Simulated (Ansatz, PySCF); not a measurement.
Stretching the B1–H2 bond in CH5BSe (SMILES CB[SeH]) (multiplicity 1 held, fragments rigid). Energies count from the point at 1.189 Å.
Geometry at that point (charge 0, multiplicity 1):
```xyz
8

B     -0.1528    -0.5534     1.0626
H     -1.1320    -0.5894     1.7355
C      1.1691    -1.2645     1.4816
H      0.9786    -2.3331     1.6320
H      1.4936    -0.8885     2.4585
H      2.0000    -1.1608     0.7826
Se    -0.2340     0.4253    -0.5976
H     -1.6347     0.8649    -0.4932
```

Restricted levels (R-, RO-) in cc, def2 and unpolarised 6-31G sets keep to the state of the molecule at rest. Unrestricted levels (U-) break spin symmetry where that is lower. Active spaces are followed from a long bond inwards. Curves can end on different states.

Cores are frozen in the correlated methods. Filled d and f shells under p-block atoms count as core. Rows in LANL2DZ carry no dispersion term and start afresh at each structure. LANL2DZ brings its own core potentials from Na on.

Run with Ansatz (a first-principles code) with Gaussian orbitals; PySCF for LANL2DZ rows. 

```json
[
 {"level": "R-HF/cc-pVTZ", "energy at R = 3.804 Å (kJ/mol)": "696.4"},
 {"level": "U-PBE/cc-pVTZ", "energy at R = 3.804 Å (kJ/mol)": "433.9"},
 {"level": "R-r2SCAN/cc-pVTZ", "energy at R = 3.804 Å (kJ/mol)": "553.1"},
 {"level": "R-B3LYP/LANL2DZ", "energy at R = 3.804 Å (kJ/mol)": "(withheld)"},
 {"level": "U-MP2/cc-pVTZ", "energy at R = 3.804 Å (kJ/mol)": "444.7"},
 {"level": "U-CCSD/cc-pVTZ", "energy at R = 3.804 Å (kJ/mol)": "450.8"},
 {"level": "U-CCSD(T)/cc-pVTZ", "energy at R = 3.804 Å (kJ/mol)": "451.5"},
 {"level": "CASSCF(2,2)/cc-pVTZ", "energy at R = 3.804 Å (kJ/mol)": "(withheld)"},
 {"level": "FIC-MRCISD+Q on CASSCF(2,2)/cc-pVTZ", "energy at R = 3.804 Å (kJ/mol)": "448.9"}
]
```

### Question
Complete the blanks.

### Answer

- R-B3LYP/LANL2DZ, energy at R = 3.804 Å (kJ/mol): 585.8
- CASSCF(2,2)/cc-pVTZ, energy at R = 3.804 Å (kJ/mol): 402.5

Doubts at one or more of the structures used: a restricted determinant that unrestricted orbitals would lower (R-HF/cc-pVTZ, R-r2SCAN/cc-pVTZ); a spin-contaminated determinant (U-PBE/cc-pVTZ, U-MP2/cc-pVTZ, U-CCSD/cc-pVTZ, U-CCSD(T)/cc-pVTZ).
